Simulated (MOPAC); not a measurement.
A run for MOPAC: PM7 on CH5AlFN (SMILES [CH3][Al]([NH2])[F]), a point of a torsion scan.

```
PM7 1SCF PRECISE CHARGE=0 THREADS=1
CH5AlFN

C     -1.51305214 1    -0.24239081 1     0.12738710 1
Al     0.27940962 1     0.52564363 1    -0.23478175 1
N      1.77781224 1    -0.38775917 1    -0.51007053 1
F      0.43416873 1     2.17346520 1    -0.31039704 1
H     -1.99507917 1    -0.58834012 1    -0.78875643 1
H     -1.45441945 1    -1.10118390 1     0.79678446 1
H     -2.17695131 1     0.49736359 1     0.58077757 1
H      1.89151991 1    -1.39048401 1    -0.51098492 1
H      2.66952119 1     0.04197645 1    -0.72030968 1
```

Output:

```
*******************************************************************************
 **                                                                           **
 **                              MOPAC v23.2.5                                **
 **                                                                           **
 *******************************************************************************
 ** MOPAC's Digital Object Identifier: https://doi.org/10.5281/zenodo.6511958 **
 **                                                                           **
 ** Please cite the open-source release paper for use of this MOPAC version:  **
 ** J. E. Moussa and J. J. P. Stewart (2026)                                  **
 ** MOPAC: An open-source semiempirical molecular orbital program             **
 ** J. Open Source Softw., 11(119), 8025, https://doi.org/10.21105/joss.08025 **
 *******************************************************************************

                              PM7 CALCULATION RESULTS

 *******************************************************************************
 *  PM7        - The PM7 Hamiltonian to be used
 *
 *
 *
 *                 CHARGE ON SYSTEM = 0
 *
 *
 *
 *  PRECISE    - TIGHTER CRITERIA TO BE USED
 *  1SCF       - DO 1 SCF AND THEN STOP
 *  THREADS=1  - MULTI-THREADING NOT USED
 *  T=         - A TIME OF 172800.0 SECONDS REQUESTED
 *  DUMP=N     - RESTART FILE WRITTEN EVERY 7200.0 SECONDS REQUESTED
 *******************************************************************************
PM7 1SCF PRECISE CHARGE=0 THREADS=1
 CH5AlFN

   ATOM   CHEMICAL          X               Y               Z
  NUMBER   SYMBOL      (ANGSTROMS)     (ANGSTROMS)     (ANGSTROMS)

     1       C         -1.51305214  *  -0.24239081  *   0.12738710  *
     2      Al          0.27940962  *   0.52564363  *  -0.23478175  *
     3       N          1.77781224  *  -0.38775917  *  -0.51007053  *
     4       F          0.43416873  *   2.17346520  *  -0.31039704  *
     5       H         -1.99507917  *  -0.58834012  *  -0.78875643  *
     6       H         -1.45441945  *  -1.10118390  *   0.79678446  *
     7       H         -2.17695131  *   0.49736359  *   0.58077757  *
     8       H          1.89151991  *  -1.39048401  *  -0.51098492  *
     9       H          2.66952119  *   0.04197645  *  -0.72030968  *



          CARTESIAN COORDINATES

    NO.       ATOM           X           Y           Z

     1         C         -1.5131     -0.2424      0.1274
     2        Al          0.2794      0.5256     -0.2348
     3         N          1.7778     -0.3878     -0.5101
     4         F          0.4342      2.1735     -0.3104
     5         H         -1.9951     -0.5883     -0.7888
     6         H         -1.4544     -1.1012      0.7968
     7         H         -2.1770      0.4974      0.5808
     8         H          1.8915     -1.3905     -0.5110
     9         H          2.6695      0.0420     -0.7203

 General Reference for PM7:
 "Optimization of Parameters for Semiempirical Methods VI: More Modifications to the
 NDDO Approximations and Re-optimization of Parameters", J. J. P. Stewart, J. Mol. Mod., 1:32, 19 (2013)
 https://link.springer.com/article/10.1007/s00894-012-1667-x

           Empirical Formula: C H5 N Al F  =     9 atoms



      MOLECULAR POINT GROUP   :   C1


      RHF CALCULATION, NO. OF DOUBLY OCCUPIED LEVELS = 12


 -------------------------------------------------------------------------------
 PM7 1SCF PRECISE CHARGE=0 THREADS=1
 CH5AlFN



     1SCF WAS SPECIFIED, SO BFGS WAS NOT USED
     SCF FIELD WAS ACHIEVED


                              PM7 CALCULATION
                                                       MOPAC v23.2.5 Linux




          FINAL HEAT OF FORMATION =       -116.79620 KCAL/MOL =    -488.67531 KJ/MOL


          COSMO AREA              =        112.89 SQUARE ANGSTROMS
          COSMO VOLUME            =         98.47 CUBIC ANGSTROMS

          IONIZATION POTENTIAL    =         11.039729 EV
          HOMO LUMO ENERGIES (EV) =        -11.040  1.788
          NO. OF FILLED LEVELS    =         12
          MOLECULAR WEIGHT        =         77.0371         POINT GROUP:  C1

          MOLECULAR DIMENSIONS (Angstroms)

            Atom       Atom       Distance
            H     9    H     7     5.03870
            F     4    H     6     3.50037
            H     5    F     4     1.56551


          SCF CALCULATIONS        =          1





   ATOM   CHEMICAL          X               Y               Z
  NUMBER   SYMBOL      (ANGSTROMS)     (ANGSTROMS)     (ANGSTROMS)

     1       C         -1.51305214  *  -0.24239081  *   0.12738710  *
     2      Al          0.27940962  *   0.52564363  *  -0.23478175  *
     3       N          1.77781224  *  -0.38775917  *  -0.51007053  *
     4       F          0.43416873  *   2.17346520  *  -0.31039704  *
     5       H         -1.99507917  *  -0.58834012  *  -0.78875643  *
     6       H         -1.45441945  *  -1.10118390  *   0.79678446  *
     7       H         -2.17695131  *   0.49736359  *   0.58077757  *
     8       H          1.89151991  *  -1.39048401  *  -0.51098492  *
     9       H          2.66952119  *   0.04197645  *  -0.72030968  *

                             CARTESIAN COORDINATES

   1    C       -1.513052140    -0.242390810     0.127387100
   2   Al        0.279409620     0.525643630    -0.234781750
   3    N        1.777812240    -0.387759170    -0.510070530
   4    F        0.434168730     2.173465200    -0.310397040
   5    H       -1.995079170    -0.588340120    -0.788756430
   6    H       -1.454419450    -1.101183900     0.796784460
   7    H       -2.176951310     0.497363590     0.580777570
   8    H        1.891519910    -1.390484010    -0.510984920
   9    H        2.669521190     0.041976450    -0.720309680


           Empirical Formula: C H5 N Al F  =     9 atoms



      MOLECULAR POINT GROUP   :   C1


                  EIGENVALUES
 -39.20292 -36.11304 -24.35109 -17.34981 -15.54092 -14.90996 -14.81045 -14.53480
 -13.62651 -13.08763 -11.15644 -11.03973   1.78825   2.94736   3.29671   3.95084
   5.35345   6.33788   6.50301   6.94978   8.08277  17.37751  17.96896  18.25661
  21.02786  21.64502


              NET ATOMIC CHARGES AND DIPOLE CONTRIBUTIONS

  ATOM NO.   TYPE          CHARGE      No. of ELECS.   s-Pop       p-Pop       d-Pop
    1          C          -0.825314        4.8253     1.04402     3.78130
    2         Al           0.768172        2.2318     0.20121     1.14450     0.88612
    3          N          -0.687135        5.6871     1.50763     4.17951
    4          F          -0.399431        7.3994     1.90308     5.49635
    5          H           0.187626        0.8124     0.81237
    6          H           0.184399        0.8156     0.81560
    7          H           0.192534        0.8075     0.80747
    8          H           0.284647        0.7154     0.71535
    9          H           0.294501        0.7055     0.70550
 DIPOLE           X         Y         Z       TOTAL
 POINT-CHG.     1.591    -2.877    -0.278     3.300
 HYBRID        -0.435     0.149     0.091     0.469
 SUM            1.156    -2.728    -0.187     2.969


          ATOMIC ORBITAL ELECTRON POPULATIONS

     Atom    s        px        py        pz      x^2-y^2     xz        z^2       yz        xy
    1  C   1.04402   1.42227   1.19446   1.16457
    2 Al   0.20121   0.49751   0.33559   0.31140   0.23491   0.14890   0.12868   0.12700   0.24664
    3  N   1.50763   1.31399   1.20275   1.66277
    4  F   1.90308   1.86547   1.77725   1.85363
    5  H   0.81237
    6  H   0.81560
    7  H   0.80747
    8  H   0.71535
    9  H   0.70550

 **********************
 *                    *
 * JOB ENDED NORMALLY *
 *                    *
 **********************




 == MOPAC DONE ==
```

The run finished.

Cost: very roughly 0.020 core-seconds.
